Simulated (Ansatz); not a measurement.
## A ladder of methods for [SnH5]− (SMILES [H][Sn-]([H])([H])([H])[H])

[SnH5]− has 6 atoms, charge -1, and is taken as a singlet. SMILES: `[H][Sn-]([H])([H])([H])[H]`. The shape comes from GFN2-xTB, which is rough for such elements, and wasn't checked as a minimum.

```xyz
6

Sn    0.0004   -0.0014    0.0004
H    -0.0201   -0.0063    1.8858
H     0.0203    0.0107   -1.8880
H     1.7828    0.0108    0.0189
H    -0.9025    1.5360   -0.0034
H    -0.8810   -1.5498   -0.0136
```

Each level gives the energy change with the Sn1–H2 bond stretched from 1.885 to 3.771 Å (eV). The values are calculated.

```
                      level                   kind  program  value (eV)  less FCI/STO-3G
  SVWN5/STO-3G (restricted)                    LDA   Ansatz        3.93            -0.73
   BLYP/STO-3G (restricted)                    GGA   Ansatz        3.66            -1.00
 revPBE/STO-3G (restricted)                    GGA   Ansatz        3.67            -0.99
  BHLYP/STO-3G (restricted)          global hybrid   Ansatz        4.82            +0.16
   PBE0/STO-3G (restricted)          global hybrid   Ansatz        4.35            -0.31
 B2PLYP/STO-3G (restricted)          double hybrid   Ansatz        4.37            -0.29
CCSD(T)/STO-3G (restricted)  coupled cluster or CI   Ansatz        4.58            -0.08
  CCSDT/STO-3G (restricted)  coupled cluster or CI   Ansatz        4.65            -0.01
                 FCI/STO-3G     exact in the basis   Ansatz        4.66             0.00
```

FCI/STO-3G is exact within its basis and frozen core, so for wave-function methods in that basis the difference is their error; functionals converge differently with the basis, so for them it is only a difference. All-electron rows without a relativistic Hamiltonian named are non-relativistic. Sets without diffuse functions describe the anion poorly. The first shape isn't each level's own minimum. The values span 3.66 to 4.82 eV. All rows use very small basis sets, so even the best lies far from the true value. In the correlated wave-function rows the outer d shell of Sn is correlated, in sets not made for it.
